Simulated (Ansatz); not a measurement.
Ansatz (an electronic-structure program) input (PBE0/def2-TZVPD):

Ansatz 0.2 input:
```yaml
crystal:
  periodic: [false, false, false]
  atoms:
    - {symbol: O, position_ang: [1.13736079, -0.02253897, -0.15269099]}
    - {symbol: Si, position_ang: [-0.41275669, 0.00817956, 0.05541270]}
    - {symbol: H, position_ang: [-1.11644648, 1.35398731, -0.12016426]}
    - {symbol: H, position_ang: [-0.94388921, -0.41235085, 1.42590805]}
    - {symbol: H, position_ang: [-1.25995700, -0.87583855, -0.85999361]}
basis:
  gaussian:
    orbitals: def2-TZVPD
hamiltonian:
  xc: {name: PBE0}
total_charge: -1
output: {forces: true}
```

Output:

```
Functional definition: PBE0
integrals: 0.03 GiB planned
633 factors; their error is unknown
mean field: 0.29 GiB planned
mean field evaluation 1: about -9970.1780 eV, gradient 1.2e1 eV
mean field evaluation 2: about -9969.9053 eV, gradient 1.9e1 eV
mean field evaluation 4: about -9970.4943 eV, gradient 6.9e-1 eV
mean field evaluation 8: about -9970.5051 eV, gradient 5.0e-3 eV
mean field -9970.50508459 eV, -366.4093036074 hartree, gradient 1.7e-5 eV, S^2 0.000000; 0 other end points of the search recorded, 0 dependent functions left out
the calculation of the forces begins
reference -9970.50511677 eV, -366.4093047901 hartree; 13, 13 occupied and 97, 97 virtual orbitals, 633 factors
Total energy: -9970.50511677 eV, -366.4093047901 hartree
Atom 0 at     1.137361    -0.022539    -0.152691 Å, force    -0.007350     0.000144     0.000993 eV/Å
Atom 1 at    -0.412757     0.008180     0.055413 Å, force    -0.022688     0.000457     0.003024 eV/Å
Atom 2 at    -1.116446     1.353987    -0.120164 Å, force     0.009681     0.045428    -0.010548 eV/Å
Atom 3 at    -0.943889    -0.412351     1.425908 Å, force     0.015592    -0.015078     0.042420 eV/Å
Atom 4 at    -1.259957    -0.875839    -0.859994 Å, force     0.004765    -0.030950    -0.035889 eV/Å
Dipole moment:    -0.367338     0.007280     0.049315 e Å
```
